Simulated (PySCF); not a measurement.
LC-wPBE single point of singlet PbH₄ at its PBE0 minimum.

An equivalent PySCF input for this run (the driver started from the density of an earlier step):

```python
from pyscf import gto, scf, dft
mol = gto.M(atom='''
Pb     0.000000    -0.000000    -0.000000
H      1.428654    -0.000057     1.010211
H     -1.428654    -0.000000     1.010211
H      0.000029     1.428682    -1.010170
H     -0.000029    -1.428625    -1.010251''',
    basis={'Pb': 'def2-TZVP', 'H': 'def2-TZVP'},
    ecp={'Pb': 'def2-TZVP'},
    charge=0, spin=0)
mf = dft.RKS(mol, xc='LC_WPBE')
mf.grids.atom_grid = (75, 302)
aux = {'Pb': 'def2-universal-JKFIT', 'H': 'def2-universal-JKFIT'}
mf = mf.density_fit(auxbasis=aux)
mf.conv_tol = 1e-08
mf.diis_space = 10
mf.max_cycle = 60
mf.verbose = 4
mf.kernel()
```

SCF log (excerpt):

```
init E= -195.238271487529
  HOMO = -0.426050907796029  LUMO = 0.0657663771187975  gap/eV = 13.38303
cycle= 1 E= -195.240420167466  delta_E= -0.00215  |g|= 0.0162  |ddm|= 0.187
  HOMO = -0.42680857967704  LUMO = 0.06720261366734  gap/eV = 13.44273
cycle= 2 E= -195.240552129034  delta_E= -0.000132  |g|= 0.00585  |ddm|= 0.0408
  HOMO = -0.426240876910957  LUMO = 0.0682076964443761  gap/eV = 13.45463
cycle= 3 E= -195.240563340529  delta_E= -1.12e-05  |g|= 0.00275  |ddm|= 0.0154
  HOMO = -0.426424175179037  LUMO = 0.0682848173650275  gap/eV = 13.46172
cycle= 4 E= -195.240565291852  delta_E= -1.95e-06  |g|= 9.34e-05  |ddm|= 0.00494
  HOMO = -0.426418856622015  LUMO = 0.0682966707907928  gap/eV = 13.46190
cycle= 5 E= -195.240565302284  delta_E= -1.04e-08  |g|= 1.04e-05  |ddm|= 0.00035
  HOMO = -0.426418071047368  LUMO = 0.0682984989723296  gap/eV = 13.46192
cycle= 6 E= -195.240565302377  delta_E= -9.34e-11  |g|= 1.8e-06  |ddm|= 5.16e-05
  HOMO = -0.426418178293653  LUMO = 0.0682984595835139  gap/eV = 13.46193
Extra cycle  E= -195.240565302379  delta_E= -2.16e-12  |g|= 6.69e-07  |ddm|= 5.96e-06
converged SCF energy = -195.240565302379
```

No spin–orbit coupling is included, which matters more the heavier the element.

This run, together with those of the ionised and electron-attached species (not shown), took 3 s on 2 threads of a shared INTEL XEON PLATINUM 8581C @ 2.30GHz (Emerald Rapids) host, with 74 basis functions; the process peaked at 0.97 GiB.
